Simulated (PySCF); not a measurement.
C2H2F3, SMILES [CH2]C(F)(F)F, multiplicity 2.

Coordinates come from a PBE-D3(BJ)/def2-SVP optimisation. The isomer is the one that the SMILES or the coordinates give; other isomers of the formula were not compared.

Computed with PBE-D3(BJ)/def2-SVP (PySCF 2.14.0).

Frequencies are harmonic and unscaled.

| mode | ν (cm⁻¹) | IR (km/mol) | moving atoms (share of kinetic energy) |
|---|---|---|---|
| 1 | 113 | 1.1 | H 98 % |
| 2 | 330 | 6.9 | F 51 %, H 35 %, C 15 % |
| 3 | 359 | 0.2 | F 57 %, H 22 %, C 21 % |
| 4 | 494 | 8.8 | F 60 %, H 29 %, C 12 % |
| 5 | 518 | 1.1 | F 81 %, H 11 %, C 8 % |
| 6 | 590 | 19.9 | F 49 %, C 36 %, H 15 % |
| 7 | 603 | 20.0 | F 46 %, C 39 %, H 15 % |
| 8 | 844 | 12.8 | F 66 %, C 27 % |
| 9 | 894 | 41.4 | H 54 %, C 24 %, F 22 % |
| 10 | 1091 | 295.9 | C 76 %, F 24 % |
| 11 | 1210 | 224.8 | C 76 %, F 14 %, H 11 % |
| 12 | 1261 | 137.7 | C 61 %, H 31 % |
| 13 | 1387 | 93.4 | H 57 %, C 42 % |
| 14 | 3113 | 0.8 | H 96 % |
| 15 | 3245 | 0.6 | H 89 %, C 11 % |
